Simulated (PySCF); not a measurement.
# What a mistake does to a calculation on BH4NSi

All numbers below are calculated, not measured. The program is PySCF 2.14.0, an open-source quantum chemistry code, run on an isolated molecule that a program drew, which may never have been made. The molecule is BH4NSi (charge 0, singlet), drawn as the SMILES string `B=N[SiH3]`.

Each row is a Hartree-Fock (HF) and frozen-core CCSD(T) single point in the cc-pV(D+d)Z basis, meant for a local HF minimum. Run 1 is clean. Each other run has one planted mistake out of seven kinds, and not every kind appears here: one electron removed, one electron added, multiplicity raised by two, geometry at a saddle point, minimal basis STO-3G, one bond length entered in bohr, all coordinates scaled. The reference is restricted for singlets and unrestricted otherwise, and also for a bond in bohr. Adding or removing an electron swaps singlet and doublet. Electrons count all cores. HOMO and LUMO are orbital energies over both spins, the gradient is its largest component, and the lowest frequency (negative if imaginary) is given only where the gradient is small. Bond lengths are over the 6 bonds as drawn. T1 is the CCSD diagnostic: over 0.02 (restricted) or 0.045 (unrestricted) a single reference is doubtful.

Geometry of the clean run:
```xyz
7
BH4NSi, angstrom
B    -2.1042   -0.5265    0.9502
N    -1.0803   -1.1934    0.7319
Si    0.3295   -2.1117    0.4317
H    -3.0710    0.1033    1.1562
H     0.5793   -3.0466    1.5508
H     1.5009   -1.2193    0.2891
H     0.1750   -2.8941   -0.8144
```

```
run,electrons,basis functions,<S^2>,HOMO (eV),LUMO (eV),gradient (hartree/bohr),lowest frequency (cm^-1),mean bond (Å),longest bond (Å),T1,HF (hartree),CCSD(T) (hartree),mistake
1,30,71,0.000,-11.32,3.82,1.7e-05,182,1.4268,1.709,0.0159,-370.43914,-370.82704,no fault
2,30,71,2.021,-5.25,-0.15,1.9e-01,-,1.4268,1.709,0.0210,-370.24765,-370.59574,multiplicity raised by two
3,30,71,0.000,-11.70,4.13,9.6e-02,-,1.3426,1.608,0.0138,-370.40875,-370.78750,all coordinates scaled
4,30,23,0.000,-8.85,10.33,6.9e-02,-,1.4268,1.709,0.0188,-366.07287,-366.27126,?
```

**Which mistake was planted in run 4, and what did it cost?**

It has 23 basis functions where the clean run has 71, with the same electrons and geometry. So the mistake is: minimal basis STO-3G. Subtracting run 1 and multiplying by 627.51 kcal/mol a hartree, the energy moved by 2739.9 kcal/mol in HF and 2858.8 kcal/mol in CCSD(T).

